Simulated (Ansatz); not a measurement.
A nudged elastic band was laid between two geometries of C$_{3}$H$_{6}$GeO (11 atoms, charge 0, multiplicity 1).

All numbers below come from RKS B3LYP-D4/def2-SVP in Ansatz 0.2.0.

```yaml
movable_images: 9
climbing_image: yes
spring: 5.0 eV/Å²
optimiser: quadratic models (default)
start_path: through a guess of the saddle point
force_threshold: 0.05 eV/Å
iteration_limit: 51
end_points: relaxed
```

Initial state:

```xyz
11
Properties=species:S:1:pos:R:3
C -0.065 1.741 2.123
C 0.313 0.659 1.722
O 0.722 -0.492 1.298
Ge -0.098 -1.270 -0.165
C 0.084 -0.008 -1.637
H -0.386 2.691 2.498
H 0.702 -2.572 -0.323
H -1.560 -1.518 0.255
H -0.345 0.959 -1.338
H 1.146 0.131 -1.885
H -0.448 -0.379 -2.527
```

Final state:

```xyz
11
Properties=species:S:1:pos:R:3
C -0.225 1.588 2.856
C 0.068 0.830 1.963
O 0.358 0.052 0.944
Ge -1.180 -0.923 -0.706
C 0.059 -0.306 -2.175
H -0.484 2.255 3.655
H -0.239 -2.179 -0.296
H 0.854 -0.739 1.216
H -0.234 0.681 -2.563
H 1.117 -0.279 -1.872
H -0.029 -1.036 -3.002
```

What changes between the two ends?

Bonds broken: Ge4–H8. Bonds formed: O3–H8. C3H6GeO becomes C2H2O + CH4Ge.

Give the energies along the band, and the barrier.

The run converged. The highest image is number 4 of 0 to 10, 2.48 eV above the first end and 0.71 eV above the last; the last end lies 1.76 eV above the first. Neighbouring images differ by up to 1.4 eV, so the band resolves the path poorly. A vibrational analysis at the climbing image gives 2 clearly imaginary modes (1290i, 63i cm⁻¹): a point of higher order, so a lower path passes nearby. The orbitals stay closed-shell, which can raise the energy where a bond breaks towards radicals; this wasn't checked here.

```tsv
image	path coordinate (Å)	energy (eV)	Ge4–H8 (Å)	O3–H8 (Å)
0	0.00	0.00	1.54	2.71
1	0.68	0.01	1.54	2.71
2	1.36	0.07	1.53	2.60
3	2.03	1.06	1.51	2.00
4	2.71	2.48	1.66	1.34
5	3.60	1.80	2.61	0.97
6	4.49	1.78	2.94	0.97
7	5.38	1.79	2.97	0.97
8	6.27	1.78	2.96	0.97
9	7.15	1.77	2.90	0.97
10	8.04	1.76	2.80	0.97
```

What is the geometry of the highest image?


```xyz
11
Properties=species:S:1:pos:R:3
C 0.063 1.698 1.890
C 0.097 0.488 1.767
O 0.123 -0.789 1.604
Ge -0.430 -1.518 -0.524
C 0.024 0.063 -1.601
H 0.051 2.759 2.037
H 0.722 -2.542 -0.789
H -0.975 -1.303 1.029
H -0.772 0.818 -1.559
H 0.950 0.495 -1.186
H 0.213 -0.228 -2.647
```

Time of the run: 14 min on 2 threads of Arm Neoverse V1, on a shared host, peak memory 0.3 GiB.
